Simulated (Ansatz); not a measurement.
Isolated molecules relaxed with PBE0-D4/def2-TZVP in Ansatz; ΔE leaves out vibrations. CBS: MP2 limit from def2 TZ/QZ plus the TZ coupled-cluster correction, frozen cores. This one scheme is used for every species. Functionals use def2-TZVPP. B3LYP here is the variant with VWN-RPA as its local correlation; programs differ in this. Each species was taken in one conformer, which may not be the lowest.

Consider the ligand exchange at the Al–C bond: `[CH3][Al]([OH])[CH2]F` + CH₃OH → `C[O][Al]([CH3])[OH]` + `CF`.

CCSD(T)/CBS gives -38.3 kcal/mol.

Q: Another level gave -38.5 kcal/mol. Which?
A. PBE0/def2-TZVPP
B. HF/def2-TZVPP
C. SCS-MP2/def2-TZVPP
D. B3LYP-D4/def2-TZVPP

A: D. B3LYP-D4 -38.5, PBE0 -36.3, HF/def2-TZVPP -41.7, SCS-MP2/def2-TZVPP -40.2 kcal/mol.

Largest T1 diagnostic among the species: 0.012.

In def2-TZVPP, CCSD(T) changes the Hartree–Fock value by +2.8 kcal/mol (the triples alone add +0.4 kcal/mol) and MP2 by +1.7 kcal/mol. From PBE to PBE0 (25 % exact exchange), in def2-TZVPP and without D4, ΔE moves by −1.4 kcal/mol.
